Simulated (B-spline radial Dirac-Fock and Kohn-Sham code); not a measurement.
The computed values come from an atomic code on a B-spline grid: relativistic Hartree-Fock (Dirac-Fock) wave functions, averaged over the configuration.

Q: This computed X-ray form factor belongs to an atom or ion in its tabulated ground configuration. Which?

```
sin θ/λ (Å⁻¹)     f₀
         0.04  5.997
         0.05  5.995
         0.09  5.984
         0.14  5.962
         0.22  5.907
         0.33  5.794
         0.97  4.526
          2.3  2.048
         2.85  1.632
```

A: Fe²⁰⁺, with 6 electrons in [He] 2s2 2p2. f₀ tends to the number of electrons as s goes to zero, which the first rows give only roughly, and the rate of fall reflects the nuclear charge, 26.

Q: This computed X-ray form factor belongs to an atom or ion in its tabulated ground configuration. Which?

```tsv
sin θ/λ (Å⁻¹)	f₀
0.05	6.000
0.1	5.999
0.5	5.965
0.7	5.932
0.9	5.888
1.4	5.734
3.5	4.603
4	4.280
5	3.649
```

A: Pb⁷⁶⁺, with 6 electrons in [He] 2s2 2p2. f₀ tends to the number of electrons as s goes to zero, which the first rows give only roughly, and the rate of fall reflects the nuclear charge, 82.

Q: This computed X-ray form factor belongs to an atom or ion in its tabulated ground configuration. Which?

```csv
sin θ/λ (Å⁻¹),f₀
0.2,17.138
0.3,14.101
0.45,10.497
0.7,7.501
0.8,6.893
1.4,4.330
1.8,2.989
2.5,1.756
5,0.868
```

A: V²⁺, with 21 electrons in [Ar] 3d3. f₀ tends to the number of electrons as s goes to zero, which the first rows give only roughly, and the rate of fall reflects the nuclear charge, 23.

Q: This computed X-ray form factor belongs to an atom or ion in its tabulated ground configuration. Which?

```tsv
sin θ/λ (Å⁻¹)	f₀
0.1	33.225
0.3	28.312
0.4	25.341
0.5	22.614
0.7	18.237
1.1	12.036
1.2	10.838
1.4	8.893
1.6	7.517
```

A: Tc⁹⁺, with 34 electrons in [Ar] 3d10 4s2 4p4. f₀ tends to the number of electrons as s goes to zero, which the first rows give only roughly, and the rate of fall reflects the nuclear charge, 43.

Q: This computed X-ray form factor belongs to an atom or ion in its tabulated ground configuration. Which?

```
sin θ/λ (Å⁻¹)      f₀
         0.05  43.911
          0.3  40.962
         0.35  39.953
          0.6  33.770
          0.7  31.118
          1.1  22.191
          1.8  14.753
            2  13.463
          2.5  10.526
```

A: Lu²⁷⁺, with 44 electrons in [Kr] 4d8. f₀ tends to the number of electrons as s goes to zero, which the first rows give only roughly, and the rate of fall reflects the nuclear charge, 71.
